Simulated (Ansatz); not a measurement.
Geometry optimisation, RHF/def2-SVP in Ansatz.

The input (input.yaml):

```yaml
crystal:
  periodic: [false, false, false]
  atoms:
    - { symbol: Ga, position_ang: [0.012121, -0.399078, -0.502314] }
    - { symbol: Cl, position_ang: [0.028263, -0.103049, 2.925065] }
    - { symbol: H, position_ang: [1.38876, 0.329109, -0.613021] }
    - { symbol: H, position_ang: [-1.381059, 0.078469, -1.038639] }
    - { symbol: O, position_ang: [0.078123, -2.024145, 0.253836] }
    - { symbol: H, position_ang: [-0.681028, -2.584234, 0.213666] }
    - { symbol: H, position_ang: [0.245518, -1.260072, 2.317907] }
basis:
  gaussian: { orbitals: def2-SVP }
hamiltonian:
  xc: hf
relax:
  f_tol: 0.03
  max_steps: 50
```

Run as:

```bash
$ ansatz run input.yaml --threads 1 --pin off --max-ram 2048MiB --backend cpu --events-out ev --progress --plain --runs-dir out
```

Q: Where does it end, and by what steps?

A: The forces met the threshold. The force dipped under the threshold on the way, but the program's further checks kept it going. After 30 steps the energy has fallen by 0.070 eV; H4 moved furthest, 1.47 Å.

| step | energy less start (eV) | largest force component (eV/Å) | accepted |
| --- | --- | --- | --- |
| 0 | 0.0000 | 1.186 | yes |
| 2 | -0.0280 | 0.352 | yes |
| 4 | -0.0349 | 0.156 | no |
| 6 | -0.0386 | 0.017 | yes |
| 8 | -0.0411 | 0.092 | yes |
| 10 | -0.0404 | 0.423 | no |
| 12 | -0.0484 | 0.118 | yes |
| 14 | -0.0518 | 0.145 | yes |
| 16 | -0.0586 | 0.121 | yes |
| 18 | -0.0625 | 0.096 | yes |
| 20 | -0.0624 | 0.231 | no |
| 22 | -0.0672 | 0.032 | yes |
| 24 | -0.0686 | 0.071 | yes |
| 26 | -0.0691 | 0.096 | no |
| 28 | -0.0697 | 0.091 | yes |
| 30 | -0.0700 | 0.019 | yes |

```xyz
7
Properties=species:S:1:pos:R:3
Ga -0.060 -0.353 -0.801
Cl 0.781 -0.970 3.527
H 0.950 0.795 -0.508
H -0.792 -0.696 -2.142
O -0.425 -1.407 0.604
H -1.028 -2.128 0.508
H 0.265 -1.204 2.370
```

Whether the end is a true minimum wasn't checked by a vibrational analysis.

Time of the run: 53 s on 1 thread of Arm Neoverse V1, on a shared host, peak memory 0.16 GiB.
